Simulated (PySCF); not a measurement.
**Ionisation energy along the 23-electron series**

Calculated with PySCF 2.14 and a two-component X2C-1e Hamiltonian (Gaussian nucleus, no Breit or QED terms), each ion in its own even-tempered basis scaled to its charge; GMP2 freezes [Ne] and drops the highest virtual spinors. Values in eV. NIST values: (m) measured, (s) semi-empirical, (t) theoretical.

| ion | configuration | GHF (spin-free) | GMP2 (spin-free) | GHF (screened spin-orbit) | GMP2 (screened spin-orbit) | NIST |
| --- | --- | --- | --- | --- | --- | --- |
| Ho⁴⁴⁺ | [Ar] 3d5 | 3630.1 | 3630.0 | 3593.1 | 3592.9 | 3592 ± 4 (t) |
| Tm⁴⁶⁺ | [Ar] 3d5 | 3937.7 | 3937.7 | 3896.7 | 3896.5 | 3895 ± 4 (t) |

Task: Fill in the row of Er⁴⁵⁺.

Result: configuration: [Ar] 3d5; GHF (spin-free): 3782.4; GMP2 (spin-free): 3782.4; GHF (screened spin-orbit): 3743.5; GMP2 (screened spin-orbit): 3743.3; NIST: 3742 ± 4 (t).
